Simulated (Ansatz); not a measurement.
Geometry optimisation, RKS PBE-D4/def2-SVP in Ansatz 0.2.0.

Input:

```yaml
crystal:
  periodic: [false, false, false]
  atoms:
    - { symbol: Zr, position_ang: [0.0, 0.0, 0.0] }
    - { symbol: Cl, position_ang: [0.0, 0.0, 2.87] }
    - { symbol: Cl, position_ang: [2.3764, 0.0, -0.8392] }
    - { symbol: O, position_ang: [-0.975, 1.6891, -0.6893] }
    - { symbol: H, position_ang: [-1.9328, 1.4584, -0.9117] }
    - { symbol: O, position_ang: [-0.975, -1.6891, -0.6893] }
    - { symbol: H, position_ang: [-1.4296, -2.1548, 0.0831] }
    - { symbol: O, position_ang: [1.2429, 1.8744, 0.7473] }
    - { symbol: H, position_ang: [2.0199, 1.5607, 1.3113] }
    - { symbol: H, position_ang: [0.8691, 1.3107, 2.002] }
basis:
  gaussian: { orbitals: def2-SVP }
hamiltonian:
  xc: pbe
  dispersion: d4
relax:
  f_tol: 0.15
  max_steps: 25
  restrain:
    - { distance: [0, 7], at: 3.27, k: 30.0 }
    - { distance: [9, 1], at: 2.57, k: 30.0 }
    - { distance: [0, 1], at: 2.52, k: 30.0 }
    - { distance: [9, 7], at: 1.01, k: 30.0 }
output:
  orbitals: {}
```

Command:

```bash
$ ansatz run input.yaml --threads 4 --pin off --max-ram 5120MiB --backend cpu --events-out ev --progress --plain --runs-dir out
```

Task: Where does it end, and by what steps?

Result: The run converged. The restraints hold the end off the free minimum. After 13 steps the energy has fallen by 3.169 eV (the restraints' own energy left out); H7 moved furthest, 0.82 Å. Parted: Zr1–O8 (2.37 → 3.26 Å). Joined: O8–H10 (1.43 → 0.99 Å).

```tsv
step	energy less start (eV)	largest force component (eV/Å)	accepted
0	0.0000	4.818	yes
1	-0.4547	4.522	yes
2	-1.1168	5.216	yes
3	-2.0059	3.646	yes
4	-2.7013	2.219	yes
5	-2.8357	1.861	yes
6	-2.9136	1.948	yes
7	-3.0771	1.234	yes
8	-3.1073	1.045	yes
9	-3.1452	0.975	yes
10	-3.1560	0.902	yes
11	-3.1677	1.045	yes
12	-3.1538	1.055	no
13	-3.1693	1.027	yes
```

```xyz
10
Properties=species:S:1:pos:R:3
Zr -0.169 -0.219 0.162
Cl -0.164 -0.146 2.652
Cl 2.015 -0.375 -0.783
O -1.208 1.151 -0.648
H -1.735 1.836 -1.087
O -1.004 -1.874 -0.261
H -1.570 -2.587 -0.597
O 1.459 2.371 1.277
H 2.313 1.961 1.024
H 1.258 1.932 2.145
```

The run took 26 s on 4 threads of Arm Neoverse V2 (shared host), peak memory 0.2 GiB.
